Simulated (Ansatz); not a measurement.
Computed with Ansatz on PBE0-D4/def2-TZVP structures; ΔE is electronic, products minus reactants. CCSD(T)/CBS adds triple-zeta CCSD(T) − MP2 to the extrapolated MP2 energy (def2 sets, frozen cores). Functionals use def2-TZVPP. B3LYP here is the variant with VWN-RPA as its local correlation; programs differ in this. One conformer a species, not always the lowest.

Reaction (cleavage of the Al–Si bond): `BCO[SiH2][AlH2]` + `C[SiH2]BN` → `C[SiH2]B[NH][AlH2]` + `BCO[SiH3]`

```
             level  ΔE (kcal/mol)
            r2SCAN          -18.9
              PBE0          -16.1
             B3LYP          -19.4
SCS-MP2/def2-TZVPP          -23.1
   CCSD/def2-TZVPP          -20.9
     HF/def2-QZVPP          -23.3
SCS-MP2/def2-QZVPP          -23.1
     MP2/CBS(def2)          -23.0
```

Task: What does CCSD(T)/CBS give? (Estimate.)

Result: Computed: -20.5 kcal/mol. The listed levels differ from it by 1.6, 4.4, 1.1, -2.6, -0.4, -2.8, -2.6, -2.5 kcal/mol.

Largest T1 diagnostic among the species: 0.012.

From PBE to PBE0 (25 % exact exchange), in def2-TZVPP and without D4, ΔE moves by −1.4 kcal/mol.
